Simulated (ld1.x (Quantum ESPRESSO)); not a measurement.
Configuration tests for palladium (TM)

- Element: Pd
- Generator: ld1.x (Quantum ESPRESSO) 7.5
- Type: norm-conserving Troullier–Martins (Kleinman–Bylander form)
- Functional: LDA (PZ)
- Relativity: scalar-relativistic
- Frozen core: [Kr]
- Valence charge: 10
- Reference configuration: 4d10 5s0 5p0
- Partial waves: 5p (bound, empty): rc 3.75 bohr; 4d (bound): rc 1.75 bohr; 5s (bound, empty): rc 2.26 bohr
- Local potential: the s channel
- Core correction: none

Energies are relative to the spin-unpolarised reference configuration 4d10 5s0 5p0; without spin polarisation the order of configurations can differ from experiment. Spin-polarised rows fill each open shell by Hund’s rule, majority spin first.

```json
{"valence configuration": "4d8 5s0 5p0", "charge": "+2", "ΔE all-electron (eV)": "30.470", "error AE − PS (meV)": "-331"}
{"valence configuration": "4d7 5s0 5p0", "charge": "+3", "ΔE all-electron (eV)": "65.065", "error AE − PS (meV)": "-976"}
{"valence configuration": "4d8 5s1 5p0", "charge": "+1", "ΔE all-electron (eV)": "13.796", "error AE − PS (meV)": "-342"}
{"valence configuration": "4d9.5 5s0 5p0", "charge": "+0.5", "ΔE all-electron (eV)": "3.370", "error AE − PS (meV)": "-9.8"}
{"valence configuration": "4d9 5s0 5p1", "charge": "0", "ΔE all-electron (eV)": "5.318", "error AE − PS (meV)": "-66"}
{"valence configuration": "4d9 5s1 5p0", "charge": "0", "ΔE all-electron (eV)": "1.436", "error AE − PS (meV)": "-79"}
{"valence configuration": "4d9 5s0 5p0 (spin-polarised)", "charge": "+1", "ΔE all-electron (eV)": "9.244", "error AE − PS (meV)": "+44"}
{"valence configuration": "4d8 5s0 5p0 (spin-polarised)", "charge": "+2", "ΔE all-electron (eV)": "29.835", "error AE − PS (meV)": "+127"}
```

What are ΔE and the potential's error for 4d9 5s0 5p0?

ΔE = 9.389 eV all-electron; the error (AE − PS) is -54 meV.
